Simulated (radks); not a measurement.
Values are calculated unless marked as measured or tabulated.
All-electron atom: the barium ion Ba33+ in [Ar] 3d5.

Code: a radial shooting solver on a logarithmic mesh with Libxc functionals. Model: Dirac Kohn-Sham, PBE, spin-unpolarised, spherical densities, finite nucleus; open shells fill j = l - 1/2 first; Fermi nuclear charge, rms radius 4.8378 fm.

Energy parts (hartree):
| part | energy |
|---|---|
| total | -7396.3702 |
| kinetic | 7940.9722 |
| electron-nucleus | -16652.1791 |
| Hartree | 1461.0359 |
| exchange-correlation | -146.1991 |

Orbitals (lengths in bohr, moments of r in powers of bohr; r(max) is where P^2 peaks):
| orbital | occ. | eigenvalue (hartree) | <1/r> | r(max) | small-component weight |
|---|---|---|---|---|---|
| 1s1/2 | 2 | -1424.007 | 60.70 | 0.01642 | 4.28e-02 |
| 2s1/2 | 2 | -270.7708 | 14.33 | 0.09280 | 9.33e-03 |
| 2p1/2 | 2 | -258.6551 | 14.29 | 0.07090 | 9.34e-03 |
| 2p3/2 | 4 | -244.4870 | 13.05 | 0.07593 | 8.83e-03 |
| 3s1/2 | 2 | -93.52723 | 5.448 | 0.2583 | 3.16e-03 |
| 3p1/2 | 2 | -88.69880 | 5.374 | 0.2439 | 3.10e-03 |
| 3p3/2 | 4 | -85.56536 | 5.062 | 0.2538 | 2.97e-03 |
| 3d3/2 | 4 | -77.69882 | 4.939 | 0.2010 | 2.85e-03 |
| 3d5/2 | 1 | -76.98886 | 4.859 | 0.2038 | 2.81e-03 |
| 4s1/2 | 0 | -46.25334 | 2.722 | 0.5411 | 1.44e-03 |
| 4p1/2 | 0 | -44.24272 | 2.674 | 0.5368 | 1.40e-03 |
| 4p3/2 | 0 | -43.17146 | 2.567 | 0.5518 | 1.36e-03 |

The highest occupied level is 3d5/2 at -2095.0 eV. For comparison, the ionisation energy in NIST's Atomic Spectra Database is 2142 eV (theoretical). In exact Kohn-Sham theory the highest level is minus the ionisation energy, but local and semilocal functionals leave it too shallow, through self-interaction and a potential that decays too fast; potentials with the right tail come closer. Summed over all electrons, <r^2> = 1.124 bohr^2, which gives a Langevin (diamagnetic) susceptibility term of -0.89 x 10^-6 cm^3/mol. The electron density at the nucleus is 3.222e+05 e/bohr^3.

Beside tabulated values, note that spin-unpolarised runs miss the spin-polarisation part of the exchange energy of open shells.
